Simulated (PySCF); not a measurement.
Ionising Pb₂

PBE0; basis Pb cc-pVDZ-PP with ECP60; scalar-relativistic core potentials; PySCF 2.14. Neutral (UKS): triplet (π ↑↑), Re = 2.892 Å, ωe = 141 cm⁻¹, De = 2.13 eV, HOMO -4.76 eV, LUMO -2.89 eV.

Pb₂⁺ (UKS): quartet (σ ↑, π ↑↑), Re = 2.930 Å, ωe = 121 cm⁻¹, De = 2.54 eV to Pb⁺ + Pb. The energies at the minima are -385.74275 hartree for Pb2 and -385.49969 for Pb₂⁺.

(1) Work out the adiabatic ionisation energy, without and with harmonic zero-point energies (1 hartree = 27.2114 eV, 1 eV = 8065.5 cm⁻¹), and the change of the bond length.

Spin–orbit coupling is left out, which matters for elements this heavy, above all for dissociation energies. States were picked by a PBE0 search and need not be the measured ground states.

Results:

(1) At PBE0: 0.24306 hartree = 6.614 eV between the minima; the zero-point term (121.0 − 141.0)/2 cm⁻¹ = -0.001 eV makes it 6.613 eV. Re changes by +3.8 pm against the neutral. The electron leaves a σ orbital, and the longer bond of the ion fits a bonding orbital, or a change in how ionic the bond is.
